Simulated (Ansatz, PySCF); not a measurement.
C₄H₄OSe, SMILES [SeH]c1ccoc1. Atoms are numbered in the order given.

```xyz
10

Se     1.5020     0.1338    -0.4307
C     -0.3134     0.0108     0.0974
C     -1.2958     1.0541     0.1647
C     -2.4579     0.4413     0.5201
O     -2.2675    -0.8882     0.6645
C     -0.9728    -1.1443     0.4106
H      1.9803     0.7211     0.8336
H     -1.1407     2.1125    -0.0309
H     -3.4676     0.8025     0.6979
H     -0.6497    -2.1794     0.4848
```
Charge 0, spin multiplicity 1.

Geometry optimised at PBE0-D3(BJ)/def2-SVP. One conformer was computed; it need not be the lowest.

Two levels are set side by side: PBE-D3(BJ)/def2-SVP (Ansatz, a program for electronic structure) and PBE0-D3(BJ)/def2-SVP (Ansatz). Each level has its own optimised geometry; the coordinates shown are those of the second. Frequencies come from the Hessian of PySCF at each geometry. Differences are taken from unrounded values.

| quantity | PBE0-D3(BJ) |
|---|---|
| mean bond length (Å) | 1.349 |
| bond Se1–C2 (Å) | 1.895 |
| bond C2–C3 (Å) | 1.435 |
| bond C2–C6 (Å) | 1.366 |
| bond C3–C4 (Å) | 1.361 |
| bond C4–O5 (Å) | 1.351 |
| bond O5–C6 (Å) | 1.344 |
| bond Se1–H7 (Å) | 1.474 |
| bond C3–H8 (Å) | 1.087 |
| bond C4–H9 (Å) | 1.087 |
| bond C6–H10 (Å) | 1.087 |
| highest harmonic wavenumber (cm⁻¹) | 3309 |
| mean harmonic wavenumber (cm⁻¹) | 1257 |
| zero-point energy (kcal/mol) | 43.12 |

Problem. What does PBE-D3(BJ) give, and how far is it from PBE0-D3(BJ)? (Estimate from the structure and the level; the computed values follow.)

Solution. 
| quantity | PBE-D3(BJ) | PBE-D3(BJ) minus PBE0-D3(BJ) |
|---|---|---|
| mean bond length (Å) | 1.360 | 0.012 |
| bond Se1–C2 (Å) | 1.910 | 0.015 |
| bond C2–C3 (Å) | 1.441 | 0.007 |
| bond C2–C6 (Å) | 1.379 | 0.012 |
| bond C3–C4 (Å) | 1.373 | 0.012 |
| bond C4–O5 (Å) | 1.367 | 0.016 |
| bond O5–C6 (Å) | 1.361 | 0.017 |
| bond Se1–H7 (Å) | 1.489 | 0.015 |
| bond C3–H8 (Å) | 1.095 | 0.008 |
| bond C4–H9 (Å) | 1.095 | 0.008 |
| bond C6–H10 (Å) | 1.094 | 0.008 |
| highest harmonic wavenumber (cm⁻¹) | 3218 | -91 |
| mean harmonic wavenumber (cm⁻¹) | 1207 | -50 |
| zero-point energy (kcal/mol) | 41.40 | -1.72 |

Exact exchange shortens and stiffens bonds; PBE has none. Differences between two approximate levels are no errors against the true value.
